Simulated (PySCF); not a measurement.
First SCF of a structure search on singlet SeO₂, at a hand-made bent geometry. PySCF input:

```python
from pyscf import gto, scf, dft
mol = gto.M(atom='''
Se     0.000000     0.000000     0.000000
O      1.343400     0.000000     0.940700
O     -1.343400     0.000000     0.940700''',
    basis={'Se': 'def2-TZVP', 'O': 'def2-TZVP'},
    charge=0, spin=0)
mf = dft.RKS(mol, xc='PBE')
mf.grids.atom_grid = (50, 194)
aux = {'Se': 'def2-universal-JKFIT', 'O': 'def2-universal-JKFIT'}
mf = mf.density_fit(auxbasis=aux)
mf.conv_tol = 1e-08
mf.diis_space = 10
mf.max_cycle = 60
mf.init_guess = 'minao'
mf.verbose = 4
mf.kernel()
```

Excerpt of the output (cycles and frontier levels):

```
init E= -2551.00613566275
  HOMO = -0.347730020616605  LUMO = -0.188351747368152  gap/eV = 4.33690
cycle= 1 E= -2551.07767796014  delta_E= -0.0715  |g|= 1.51  |ddm|= 2.14
  HOMO = -0.074698334604546  LUMO = -0.055386781624494  gap/eV = 0.52549
cycle= 2 E= -2547.38851750051  delta_E= 3.69  |g|= 4.22  |ddm|= 3.59
  HOMO = -0.281286321206073  LUMO = -0.182626061815718  gap/eV = 2.68468
cycle= 3 E= -2551.50738849848  delta_E= -4.12  |g|= 0.193  |ddm|= 3.02
  HOMO = -0.268716222102159  LUMO = -0.183747111424793  gap/eV = 2.31213
cycle= 4 E= -2551.50409092981  delta_E= 0.0033  |g|= 0.197  |ddm|= 0.244
  HOMO = -0.279407113163555  LUMO = -0.186298850086366  gap/eV = 2.53360
cycle= 5 E= -2551.51334347  delta_E= -0.00925  |g|= 0.0319  |ddm|= 0.113
  HOMO = -0.279282397305088  LUMO = -0.184996200055032  gap/eV = 2.56566
cycle= 6 E= -2551.51353220812  delta_E= -0.000189  |g|= 0.0127  |ddm|= 0.0197
  HOMO = -0.280471777681601  LUMO = -0.185741001359162  gap/eV = 2.57776
cycle= 7 E= -2551.51356261191  delta_E= -3.04e-05  |g|= 0.00187  |ddm|= 0.00609
  HOMO = -0.280527640320992  LUMO = -0.185724880041214  gap/eV = 2.57971
cycle= 8 E= -2551.5135633106  delta_E= -6.99e-07  |g|= 0.000224  |ddm|= 0.00102
  HOMO = -0.280517825333893  LUMO = -0.185709206208379  gap/eV = 2.57987
cycle= 9 E= -2551.51356332053  delta_E= -9.93e-09  |g|= 5.96e-05  |ddm|= 0.000214
  HOMO = -0.280514631196949  LUMO = -0.185716024276033  gap/eV = 2.57960
Extra cycle  E= -2551.51356331411  delta_E= 6.42e-09  |g|= 0.000189  |ddm|= 0.000161
converged SCF energy = -2551.51356331411
```

No lower solution of this spin was found by a stability analysis within the restricted form, which does not test spin polarisation.

The search for the lowest solution, with the stability check, took 6.7 s on 2 threads of a shared Arm Neoverse V2 host, with 110 basis functions; the process peaked at 0.29 GiB. Launch command: `OMP_NUM_THREADS=2 python axn.py task.json out`.
